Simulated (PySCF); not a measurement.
# Nickel: a sound run and one with changed settings

Sound run: Ni [Ar] 3d8 4s2, Ni⁺ [Ar] 3d9. Computed with PySCF 2.14 in def2-TZVP, with no relativity, point nucleus. In the sound run the correlated levels freeze [Ar]. The sound run starts from symmetry-adapted Hartree-Fock orbitals and uses a fine grid where one is needed.

Changed run: basis STO-3G. This setting is unsound on purpose.

```csv
species,method,sound run (hartree),changed run (hartree),converged
Ni,UHF,-1506.84619,-1489.73018,yes
Ni,TPSS,-1508.28761,-1490.81554,yes
Ni,PBE,-1508.00514,-1490.47566,yes
Ni,MP2,-1507.10340,-1489.77778,yes
Ni⁺,UHF,-1506.56322,-1488.44114,yes
Ni⁺,TPSS,-1508.02616,-1489.53815,yes
Ni⁺,PBE,-1507.74241,-1489.19622,yes
Ni⁺,MP2,-1506.86808,-1488.43990,yes
```

Ionisation energy of Ni:

```csv
method,sound run (eV),changed run (eV)
UHF,7.700,35.076
TPSS,7.115,34.759
PBE,7.149,34.815
MP2,6.403,36.405
SCS-MP2,6.635,36.656
```

A minimal basis cannot let orbitals breathe on ionisation and holds almost no correlation. A negative ionisation energy or a positive MP2 energy shows that the occupation asked for is not the lowest one in this basis.

For comparison, NIST gives 7.640 eV between the lowest levels.
